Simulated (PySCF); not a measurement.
C5H5F4OPSi.
Geometry (GFN2-xTB, Å), atoms numbered from 1 in this order:
```xyz
17
C5H5F4OPSi angstrom
O     -3.5217   -0.9721    0.2736
P     -2.3290   -0.6930   -0.5181
C     -1.5271    0.9257   -0.3709
C     -0.2368    0.7471   -0.0517
C      0.6998    1.8943    0.1936
F      1.8383    1.7847   -0.5112
F      0.1613    3.0745   -0.1345
F      1.0618    1.9842    1.4832
C      0.2571   -0.6230    0.0880
Si     2.0569   -1.1040    0.4650
C     -0.7406   -1.4997   -0.1013
F     -0.6079   -2.8218   -0.0632
H     -2.4607   -0.9005   -1.8899
H     -2.0076    1.8810   -0.4941
H      2.5240   -0.2812    1.5752
H      2.8005   -0.8657   -0.7712
H      2.0248   -2.5186    0.8176
```

Definitions: NICS(0) = −σiso at the ring centroid; NICS(1) = −σiso and NICS(1)zz = −σzz at ±1 Å along the ring normal z. Level: GIAO PBE0/pcSseg-1 (PySCF, non-relativistic, gas phase) on the GFN2-xTB geometry, one conformer.

Ring bond lengths (Å), with Mayer bond orders in brackets: P2–C3 1.812 (0.84), C3–C4 1.341 (1.79), C4–C9 1.463 (0.97), C9–C11 1.342 (1.70), C11–P2 1.830 (0.82).

Problem. What do the NICS probes read (ppm)?

Solution. 
```json
{"ring": "P2–C3–C4–C9–C11", "type": "5-membered ring with P; formal bonds 2 double, 3 single", "NICS(0)": "0.3", "NICS(1), two faces": "-2.4 / -1.0", "NICS(1)zz, two faces": "4.5 / 4.5", "rms pucker (Å)": "0.01", "centre to ring atoms, mean (Å)": "1.32"}
```

Problem. What can be read from them?

Solution. 
- P2–C3–C4–C9–C11: mean NICS(1)zz 4.5 ppm, deshielded. P2 has four or more neighbours, and the NICS criterion for π rings isn't applied.

Problem. List the ring angles and the Hirshfeld charges of the ring atoms.

Solution. 
- P2–C3–C4–C9–C11: P2 89.5° (+0.414 e), C3 109.0° (-0.096 e), C4 118.2° (-0.020 e), C9 110.3° (-0.119 e), C11 112.9° (+0.051 e); sum 540.0° against 540° for a flat convex ring.

Hardware: an Arm Neoverse V2 with one thread, on a shared host. Cost: 67 s wall, 1.1 GiB resident at most. This is the whole shielding run at PBE0/pcSseg-1, SCF included.
